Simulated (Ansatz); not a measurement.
This geometry of CH7BN2O (12 atoms, charge 0, multiplicity 1) is a first-order saddle point.

Computed with RKS BHLYP-D4/6-31G in Ansatz.

```xyz
12
Properties=species:S:1:pos:R:3
N -0.555 1.082 0.869
B 0.042 -0.093 0.423
N 0.355 -1.187 1.343
C 0.387 -0.177 -1.120
O -0.129 0.946 -1.897
H -0.787 1.229 1.831
H -0.709 1.849 0.244
H -0.252 -1.970 1.471
H 1.277 -1.321 1.706
H 1.466 -0.143 -1.257
H 0.062 -1.126 -1.553
H -1.080 0.856 -2.026
```

(1) Which two structures does it join? (They come from a converged band through this point; their orientation in space is the band's.)

(2) How far does it lie above each of them?

## Answers

(1) No bond is made or broken. The height of N1 over the plane of its neighbours goes from 0.03 to 0.02 Å. The two ends are copies of one structure, up to a mirror image or an exchange of like atoms.

Initial state:

```xyz
12
Properties=species:S:1:pos:R:3
N -0.861 0.949 0.763
B -0.012 -0.119 0.416
N 0.254 -1.209 1.275
C 0.677 -0.047 -1.011
O 0.033 0.922 -1.891
H -1.350 1.037 1.629
H -0.945 1.725 0.137
H -0.107 -1.280 2.205
H 0.832 -1.978 1.002
H 1.700 0.309 -0.919
H 0.732 -1.022 -1.502
H -0.876 0.656 -2.069
```

Final state:

```xyz
12
Properties=species:S:1:pos:R:3
N -0.855 0.953 0.765
B -0.011 -0.118 0.416
N 0.249 -1.212 1.272
C 0.678 -0.047 -1.011
O 0.032 0.919 -1.892
H -1.345 1.041 1.631
H -0.938 1.730 0.139
H 0.822 -1.983 0.997
H -0.113 -1.283 2.201
H 1.700 0.313 -0.918
H 0.736 -1.022 -1.501
H -0.878 0.654 -2.066
```

(2) 0.72 eV above the first and 0.72 eV above the second. This is the barrier of this one path; another mechanism may lie lower. Limits of this set-up: no polarisation functions.

The run took 2.1 min on 1 thread of Arm Neoverse V1, with other jobs on the host, peak memory 0.13 GiB.
